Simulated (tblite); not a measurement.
Compound: 2,3-difluorobenzonitrile, C7H3F2N.
Atom-mapped SMILES: `[N:1]#[C:2][c:3]1[cH:4][cH:5][cH:6][c:7]([F:8])[c:9]1[F:10]` (hydrogens: H11 on C4; H12 on C5; H13 on C6)

Computed with GFN2-xTB (tblite), gas phase: Langevin dynamics at 400 K from the optimised GFN2-xTB geometry, time step 0.5 fs, friction 0.01 fs⁻¹, 2000 steps. The instantaneous temperature is 2·E(kin)/(3Nk) with all 3N coordinates.

```tsv
t (fs)	T (K)	E(pot) above start (eV)	N1≡C2 (Å)	C2–C3 (Å)	C3–C4 (Å)	C4–C5 (Å)	C5–C6 (Å)	C4–H11 (Å)
0	333	0.000	1.145	1.416	1.396	1.381	1.386	1.079
25	241	0.387	1.137	1.459	1.387	1.373	1.394	1.105
50	269	0.628	1.144	1.454	1.354	1.376	1.407	1.064
75	281	0.463	1.157	1.474	1.350	1.374	1.413	1.094
100	270	0.419	1.153	1.451	1.367	1.390	1.399	1.090
125	347	0.450	1.149	1.487	1.364	1.386	1.375	1.105
150	347	0.649	1.129	1.444	1.376	1.349	1.381	1.066
175	446	0.742	1.152	1.382	1.370	1.344	1.370	1.066
200	573	0.463	1.169	1.385	1.369	1.391	1.361	1.079
225	473	0.452	1.152	1.449	1.390	1.455	1.390	1.121
250	393	0.595	1.130	1.419	1.413	1.461	1.399	1.037
275	370	0.415	1.128	1.425	1.416	1.417	1.422	1.117
300	357	0.564	1.151	1.388	1.426	1.371	1.392	1.126
325	341	0.641	1.159	1.353	1.448	1.361	1.372	1.066
350	369	0.477	1.131	1.409	1.416	1.387	1.376	1.036
375	360	0.560	1.132	1.487	1.403	1.414	1.350	1.105
400	469	0.393	1.166	1.441	1.376	1.395	1.378	1.063
425	444	0.395	1.169	1.397	1.383	1.377	1.414	1.086
450	357	0.559	1.150	1.407	1.403	1.338	1.399	1.097
475	509	0.603	1.122	1.450	1.395	1.362	1.414	1.087
500	511	0.630	1.135	1.423	1.457	1.403	1.396	1.056
525	490	0.531	1.153	1.429	1.433	1.411	1.359	1.082
550	344	0.450	1.150	1.426	1.453	1.358	1.412	1.078
575	283	0.550	1.125	1.379	1.404	1.346	1.412	1.099
600	358	0.329	1.143	1.436	1.408	1.364	1.389	1.062
625	336	0.348	1.168	1.453	1.409	1.374	1.386	1.089
650	372	0.430	1.171	1.422	1.421	1.379	1.387	1.072
675	372	0.361	1.136	1.410	1.391	1.359	1.378	1.078
700	288	0.595	1.117	1.501	1.464	1.380	1.374	1.095
725	344	0.591	1.146	1.427	1.415	1.392	1.355	1.087
750	244	0.465	1.164	1.399	1.395	1.413	1.381	1.059
775	326	0.284	1.162	1.426	1.389	1.387	1.411	1.110
800	383	0.349	1.144	1.446	1.369	1.387	1.451	1.085
825	232	0.444	1.128	1.464	1.356	1.381	1.422	1.097
850	279	0.347	1.144	1.414	1.400	1.323	1.401	1.090
875	325	0.458	1.163	1.407	1.410	1.341	1.403	1.042
900	390	0.308	1.150	1.437	1.420	1.372	1.395	1.076
925	312	0.382	1.144	1.461	1.384	1.373	1.397	1.113
950	284	0.469	1.138	1.438	1.407	1.385	1.407	1.058
975	263	0.367	1.156	1.388	1.373	1.381	1.374	1.066
1000	326	0.516	1.149	1.409	1.398	1.416	1.338	1.093
```

Task: From 500 fs on, how do temperature and potential energy compare with equipartition?

Result: The mean temperature of these 21 frames is 336 K against the target 400 K, and the mean potential energy 0.44 eV against 33 × kT/2 = 0.57 eV for 33 classical harmonic modes. For 13 atoms in a canonical ensemble the temperature itself scatters by T·√(2/(3N)) = 91 K; here its standard deviation is 69 K. The whole run lasts only 10 friction times of 100 fs, so these averages carry a wide statistical error.

Task: What are the kinetic and total energies of the listed frame with the highest potential energy?

Result: The one at 175 fs, 0.742 eV above the start. Its kinetic energy is 3NkT/2 = 0.750 eV at 446 K, so the sum is 1.49 eV; over the listed frames the sum runs from 0.56 to 1.49 eV, since the thermostat adds and removes energy.

Task: How much do the listed bonds fluctuate from 500 fs on?

Result: 
```tsv
bond	at the start (Å)	mean (Å)	standard deviation (Å)
N1≡C2	1.145	1.147	0.014
C2–C3	1.416	1.428	0.027
C3–C4	1.396	1.408	0.027
C4–C5	1.381	1.377	0.023
C5–C6	1.386	1.392	0.024
C4–H11	1.079	1.080	0.018
```

The motion is classical and holds no zero-point motion.

What follows is the cost of the whole dynamics run. Time: 12 s; peak memory 0.18 GiB. Hardware: one thread of an Arm Neoverse V1, no GPU, shared host.
